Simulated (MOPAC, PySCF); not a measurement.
HF2Ga, SMILES `[F][GaH][F]`, neutral singlet in the gas phase. 

Cartesian coordinates (Å):
```xyz
4

F      1.5476    -0.6658     0.2982
Ga    -0.0133     0.1029     0.1064
F     -1.3294    -1.0266     0.3433
H     -0.2050     1.5895    -0.2295
```
Charge 0, spin multiplicity 1.

All levels are single points at this geometry (B3LYP-D3(BJ)/def2-TZVP); Pople sets use spherical d functions. Orbital energies aren't observables, and empty levels follow the basis.

M06-2X/6-31G* in PySCF gives dipole (D) = 2.47.

### Question
Estimate the dipole (D) from each of these levels: B3LYP-D3(BJ)/def2-TZVP in PySCF; B3LYP/3-21G in PySCF; B3LYP/LANL2DZ in PySCF; PBE/6-31G* in PySCF; HF/3-21G in PySCF; HF/STO-3G in PySCF; AM1 in MOPAC; PM6 in MOPAC.

### Answer

```tsv
level	dipole (D)
B3LYP-D3(BJ)/def2-TZVP in PySCF	2.59
B3LYP/3-21G in PySCF	2.11
B3LYP/LANL2DZ in PySCF	3.07
PBE/6-31G* in PySCF	2.20
HF/3-21G in PySCF	2.73
HF/STO-3G in PySCF	1.15
AM1 in MOPAC	2.73
PM6 in MOPAC	3.23
```
